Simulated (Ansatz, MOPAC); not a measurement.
Molecule: C2H6BO2 (charge 0, doublet). SMILES: [CH2]CB(O)O

Atoms: C1, C2, B3, O4, O5, H6, H7, H8, H9, H10, H11. Bonds: C1-C2, C1-H6, C1-H7, C2-B3, C2-H8, C2-H9, B3-O4, B3-O5, O4-H10, O5-H11.

Bond lengths (Å) and angles (degrees) optimised at PM3 with MOPAC; PM6 with MOPAC; B3LYP/LANL2DZ with Ansatz (an electronic-structure program), each started from the B3LYP-D3(BJ)/def2-TZVP structure (Ansatz) of the last column. A row stands for all coordinates that are equal there; 11 of 23 kinds are shown. No wavenumbers were computed at B3LYP/LANL2DZ, so these may be saddle points.

```csv
coordinate,PM3,PM6,B3LYP/LANL2DZ,B3LYP-D3(BJ)/def2-TZVP
C1-C2,1.462,1.454,1.503,1.487
C1-H6,1.083,1.069,1.089,1.081
C2-B3,1.559,1.584,1.591,1.591
C2-H8,1.107,1.107,1.101,1.095
C2-H9,1.107,1.107,1.101,1.093
B3-O4,1.366,1.374,1.380,1.364
B3-O5,1.378,1.384,1.386,1.373
O4-H10,0.946,0.956,0.976,0.964
C1-C2-B3,107.6,110.2,114.9,108.2
C2-B3-O4,120.9,119.0,118.6,118.8
C2-B3-O5,129.6,128.2,123.3,123.3
```

Mean signed difference of all 10 bond lengths from B3LYP-D3(BJ)/def2-TZVP: PM3 -0.006 Å, PM6 -0.004 Å, B3LYP/LANL2DZ 0.010 Å.
